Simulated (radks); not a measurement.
Problem. Species: Mg+. Configuration: [Ne] 3s1. Calculated with a radial shooting solver on a logarithmic mesh with Libxc functionals: scalar-relativistic Kohn-Sham, BLYP, spin-unpolarised, spherical densities, finite nucleus; Fermi nuclear charge, rms radius 3.057 fm. Some entries of the table are withheld. Estimate them.

orbital,occ.,eigenvalue (eV),<r> (bohr),<1/r> (bohr^-1)
1s,2,-1269.953,0.1306,(1)
2s,2,-88.6993,(2),2.101
2p,6,-55.6408,(3),1.960
3s,1,-11.4072,(4),0.4832

Solution. 
(1) 1s <1/r> (bohr^-1): 11.63
(2) 2s <r> (bohr): 0.6973
(3) 2p <r> (bohr): 0.6880
(4) 3s <r> (bohr): 2.775
